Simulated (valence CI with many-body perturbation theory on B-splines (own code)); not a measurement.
**Os LXXII: what the settings do**

Computed by relativistic CI+MBPT: three valence electrons over a frozen Dirac-Fock core [He], radial functions for each j: 6 s, 6 p, 5 d, 3 f, 1 g, with the one-electron correlation potential Σ1 (screened to all orders), the two-electron term Σ2, the three-electron term Σ3, Breit, model QED; selected single and double excitations, second order for the rest, scaled by the run's own slope (own B-spline code, finite nucleus).

No measured spectrum was set against this ion. As an estimate, large intervals hold to a few tenths of a per cent, small ones and those within an open d or f shell to about a per cent.

The reference run has the lowest level (2s^2 2p1/2) J=1/2 and an ionisation energy of 20022.8 eV. Its largest variational space holds 3398 state functions.

Levels are named by their leading jj configuration (3d3/2^4 stands for four electrons in 3d with j = 3/2), which in mixed levels can hold well under half, so a name can repeat and another be missing. Letters in brackets count levels of one name in rising energy.

Changed runs:
A. scale of Σ1 1 → 0
B. orbitals per symmetry with explicit Σ2 and valence Breit (the others get mean screening factors) 5 → 1
C. QED terms on → off
D. scale of Σ1 1 → 3 (bad on purpose)

Excitation energies of the reference run in eV, and shifts in cm⁻¹:

```tsv
Level	Reference	A	B	C	D
(2s 2p1/2^2) J=1/2	284.2	+2991	+1167	+163507	-5982
(2s^2 2p3/2) J=3/2	1653.2	-1898	-326	-13043	+3797
(2s 2p1/2 2p3/2) J=3/2 [a]	1853.8	+1047	-383	+147408	-2095
(2s 2p1/2 2p3/2) J=5/2	1895.1	+1050	-1006	+147478	-2101
(2s 2p1/2 2p3/2) J=1/2	1970.9	+1053	+119	+148081	-2106
(2s 2p1/2 2p3/2) J=3/2 [b]	1972.9	+1047	+52	+147964	-2095
(2p1/2^2 2p3/2) J=3/2	2267.1	+3971	+1763	+307979	-7942
(2s 2p3/2^2) J=5/2	3524.8	-909	-851	+131468	+1819
(2s 2p3/2^2) J=1/2	3638.4	-921	+1404	+131862	+1842
(2s 2p3/2^2) J=3/2	3639.0	-910	+21	+132150	+1821
(2p1/2 2p3/2^2) J=3/2	3868.7	+2096	+216	+295794	-4193
(2p1/2 2p3/2^2) J=5/2	3891.4	+2096	-340	+295780	-4192
Ionisation energy (eV)	20022.8	-0.6	-0.18	+1.3	+1.1
```
